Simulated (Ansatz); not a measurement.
System: C6H13S, charge 1, multiplicity 1. It need not be the lowest isomer of its formula. SMILES: C1C[SH+]CCCC1
Coordinates optimised at B3LYP-D3(BJ)/def2-TZVP (Ansatz, a program for electronic structure):
```
C
H 1 1.0899
H 1 1.0943 2 105.57
C 1 1.5330 2 106.65 3 -117.54
H 4 1.0924 1 109.51 2 -67.06
H 4 1.0929 5 106.20 1 -118.18
C 4 1.5228 5 109.45 6 -112.77
H 7 1.0895 4 112.68 5 173.99
H 7 1.0903 8 109.43 4 124.79
C 1 1.5388 2 108.44 3 118.93
H 10 1.0900 1 109.31 2 -25.85
H 10 1.0955 11 104.85 1 -116.83
C 10 1.5343 11 106.80 12 -115.98
H 13 1.0903 10 108.92 11 68.32
H 13 1.0925 14 106.52 10 118.46
C 13 1.5276 14 109.23 15 113.50
H 16 1.0885 13 113.12 14 -156.84
H 16 1.0896 17 108.89 13 -125.33
S 16 1.8372 17 105.68 18 -112.78
H 19 1.3491 16 98.29 17 65.72
```
Charge +1, spin multiplicity 1.

Parts of the frozen-core correlation energy in cc-pwCVTZ (Ansatz, hartree). Frozen orbitals: 11; correlated occupied orbitals by spin: 21 and 21; virtual: 467 and 467. Spin-orbit coupling is left out. No relativistic terms.

| term | value |
|---|---|
| reference (HF) | -632.16771 |
| MP2 opposite-spin | -0.94594 |
| MP2 same-spin | -0.27714 |
| CCSD correlation | -1.29532 |
| (T) | -0.05649 |
| T1 diagnostic | 0.010 |
| largest doubles amplitude | 0.018 |
